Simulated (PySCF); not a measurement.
C7H6N3 (doublet state).
Cartesian coordinates in Å at the GFN2-xTB level; atoms count from 1:
```xyz
16
C7H6N3 angstrom
C      2.2796    1.5351   -0.2446
C      2.4052    0.6132   -1.1651
N      2.1068   -0.7218   -0.9794
C      1.1086   -1.2603   -0.4178
C     -0.1398   -0.6500    0.0273
C     -1.2979   -1.4284    0.1853
N     -2.4367   -0.9066    0.5909
C     -2.4646    0.3995    0.8231
C     -1.3370    1.1887    0.6325
N     -0.1873    0.6625    0.2561
H      1.9658    1.5483    0.7750
H      2.8839    0.7966   -2.1195
H      1.1514   -2.3423   -0.3212
H     -1.2987   -2.4899   -0.0235
H     -3.4029    0.8073    1.1702
H     -1.3442    2.2571    0.7993
```

The hyperfine couplings belong to this conformer and change with its torsions.

The species is `[H]/[C]=C\N=C/C1=NC=CN=C1` [radical].

Computed, not measured: UKS B3LYP, pcH-1 on C H N, non-relativistic, mean-field spin-orbit, GIAO in PySCF 2.14.0. Geometry: GFN2-xTB, one conformer, isolated molecule. The geometry wasn't refined by DFT: couplings that depend on bond lengths, twists or pyramidal angles can differ widely from those at the functional's own minimum. The frame is twisted about the C2–N3 bond at this geometry (dihedral C1–C2–N3–C4 = 44°); couplings at other torsion angles weren't computed. No stability test was run, so a lower SCF solution isn't excluded.

**Question.** What are g_iso and the isotropic 13C coupling of C1?

**Answer.** g_iso = 2.00217 and a = +282.73 MHz, or +10.089 mT (Mulliken spin population +1.03). 13C makes up about 1.07 % of the natural element, so this concerns labelled samples or satellites.

**Question.** For one electron spin and this one nucleus (I = 1/2, g_N = 1.4048), compare first-order, second-order and exact resonance fields at 9.396 GHz.

**Answer.** B0 = hν/(g μB) = 335.297 mT and a/B0 = 0.0301. B(1) = B0 − a·mI, B(2) = B(1) − a²[I(I+1) − mI²]/(2B0); the exact values solve the Breit–Rabi equation, nuclear Zeeman term included.

```csv
mI,first order (mT),second order (mT),exact (mT),exact − first order
−1/2,340.342,340.266,340.267,-0.075
+1/2,330.252,330.177,330.175,-0.077
```

**Question.** What g and a would be read from the two outer exact lines by first-order rules?

**Answer.** Their midpoint, 335.221 mT, gives an apparent g of 2.00263 (true 2.00217), and their distance over 2I an apparent |a| of 10.092 mT (true 10.089).

**Question.** What levels remain at zero field?

**Answer.** F = I ± 1/2 = 1 and 0, at a·I/2 = +70.7 MHz and −a(I+1)/2 = -212.0 MHz, that is |a|(I + 1/2) = 282.7 MHz apart; F = 0 lies lower.

Other couplings of abundant isotopes, left aside here: 1 × 1H 60 MHz, 1 × 1H 54 MHz, 1 × 1H 17 MHz, 1 × 14N 13 MHz, 1 × 14N 5 MHz, 1 × 1H 2 MHz.
